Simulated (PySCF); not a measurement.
I4Sn, SMILES [I][Sn-]([I])([I])[I] (connectivity only; charge and spin as stated), charge -1, multiplicity 2. Atoms are numbered in the order given.

```xyz
5

Sn     0.0000     0.0000     0.0000
I      1.6739     1.6739     1.6739
I     -1.6739     1.6739    -1.6739
I     -1.6739    -1.6739     1.6739
I      1.6739    -1.6739    -1.6739
```
Charge -1, spin multiplicity 2.

Geometry: B3LYP-D3(BJ)/def2-SVPD. The def2 effective core potentials stand for the cores of I, Sn; spin–orbit coupling is left out.

All values below come from r2SCAN/def2-SVPD run with PySCF.

Mulliken values depend strongly on the basis, most of all with diffuse functions as here. ESP charges are fitted to the potential on shells at 1.4 to 2.0 van der Waals radii. Atomic charges (e):

```tsv
atom	ESP fit	Mulliken	Mulliken spin
Sn1	0.34	0.96	0.21
I2	-0.33	-0.49	0.20
I3	-0.33	-0.49	0.20
I4	-0.33	-0.49	0.20
I5	-0.33	-0.49	0.20
```
